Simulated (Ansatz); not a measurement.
Relaxation of ClF4HOTa (8 atoms, charge 0, multiplicity 2), to a largest force component of 0.03 eV/Å in at most 50 steps.

The calculation used UKS PBE/def2-SVP (Ansatz 0.2.0).

```xyz
8
Properties=species:S:1:pos:R:3
Ta -0.114 0.002 0.145
Cl 2.216 0.589 0.660
F -0.254 0.234 2.030
O 0.559 -0.207 -1.581
H 1.391 -0.336 -2.141
F -1.360 1.336 -0.233
F -0.826 -1.719 0.268
F 3.063 -0.608 -1.595
```

Question: Where does it end, and by what steps?

Answer: It converged. After 9 steps the energy has fallen by 0.433 eV; F8 moved furthest, 0.48 Å.

```csv
step,energy less start (eV),largest force component (eV/Å),accepted
0,0.0000,0.869,yes
1,-0.2159,0.569,yes
2,-0.2557,0.960,yes
3,-0.3403,0.449,yes
4,-0.3971,0.470,yes
5,-0.4038,0.339,yes
6,-0.4286,0.200,yes
7,-0.4311,0.116,yes
8,-0.4327,0.092,yes
9,-0.4330,0.025,yes
```

```xyz
8
Properties=species:S:1:pos:R:3
Ta -0.179 -0.075 0.091
Cl 2.272 0.238 0.516
F -0.036 0.332 1.956
O 0.547 -0.368 -1.577
H 1.600 -0.318 -1.811
F -1.353 1.315 -0.325
F -1.093 -1.687 0.313
F 2.917 -0.148 -1.611
```

Whether the end is a true minimum wasn't checked by a vibrational analysis.

Run time: 43 s on 4 threads of Arm Neoverse V2 (shared host), peak memory 0.26 GiB.
